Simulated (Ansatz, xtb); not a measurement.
Two isomers of CH7FOSi3

Structure I: `O=C[Si@@H](F)[SiH2][SiH3]`, a singlet. Structure II: `O=C[SiH2][SiH2][SiH2]F`, a singlet. Both are isolated molecules in the gas phase, relaxed with B3LYP/def2-SVP; each stands in its lowest conformer found.

Q: Estimate which is lower in electronic energy at CCSD(T)/def2-SVP + ΔMP2/def2-TZVPP, and by roughly how much.

A: Too close to call at this level: CCSD(T)/def2-SVP + ΔMP2/def2-TZVPP gives E(II) − E(I) = −0.69 kcal/mol.

Level by level:

```csv
level,geometry,E(II) − E(I) (kcal/mol),departure from the last row (kcal/mol),"job, with rough time for the two"
B3LYP/def2-SVP,B3LYP/def2-SVP,−0.03,+0.66,"optimisation, 2.8 min"
HF/def2-SVP,B3LYP/def2-SVP,−0.41,+0.28,part of the CCSD(T) run
MP2/def2-SVP,B3LYP/def2-SVP,−0.35,+0.34,part of the CCSD(T) run
CCSD(T)/def2-SVP,B3LYP/def2-SVP,−0.51,+0.18,single point
CCSD(T)/def2-SVP + ΔMP2/def2-TZVPP,B3LYP/def2-SVP,−0.69,,"single point, 70 s"
```

As drawn, both hold the same kinds of bond in the same numbers.

The largest departure from CCSD(T)/def2-SVP + ΔMP2/def2-TZVPP is that of B3LYP/def2-SVP, 0.66 kcal/mol. Levels run at GFN2-xTB geometries aren't shown. The last row adds to CCSD(T) the change of the MP2 difference between the two basis sets, here −0.18 kcal/mol.

With thermal terms from frequencies at re-optimised GFN2-xTB minima (ideal gas, soft modes damped towards free rotors, one conformer each, 298.15 K, 1 atm): on the last row, ΔE + ΔZPE = −0.41, ΔH = −0.55, ΔG = −0.15 kcal/mol.

The correlated steps freeze 18 core orbitals. Mirror images aren't counted in ΔG. Programs: Ansatz 0.2.0, xtb 6.7.1; the last row on 2 threads of Intel(R) Xeon(R) Platinum 8259CL CPU @ 2.50GHz (Skylake/Cascade Lake) on a shared host.
